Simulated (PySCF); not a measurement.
```xyz
5
charge 0 multiplicity 1, angstrom
Ta   -0.0001   -0.3154   -0.3225
O    -0.0005   -1.5042   -1.5384
I     0.0009    2.0259   -1.5545
I     2.1953   -0.6941    1.1043
I    -2.1959   -0.6924    1.1040
```

These are results of PBE0/[Ta def2-SVP with ECP60, O def2-SVP, I def2-SVP with ECP28], scalar-relativistic core potentials, density fitting, no spin–orbit coupling, PySCF, not measurements.

This geometry of TaOI₃ is a stationary point at this level.

(1) What is the point group?

(2) Is it a minimum?

(3) Which band is strongest in the infrared?

(4) Give the ideal-gas entropy at 298.15 K and 1 bar by parts.

Answers

(1) C3v.

(2) Yes: all harmonic wavenumbers are real, though the softest, 50 cm⁻¹, leaves little margin.

(3) 1028 cm⁻¹ (a1), 122 km/mol.

(4) translation 188.2, rotation 131.9, vibration 102.6, spin 0.0; total 422.7 J/(mol K).

Stability towards spin polarisation was not tested. Other isomers or separated fragments may lie lower. With an element this heavy the missing spin–orbit coupling can shift these numbers.
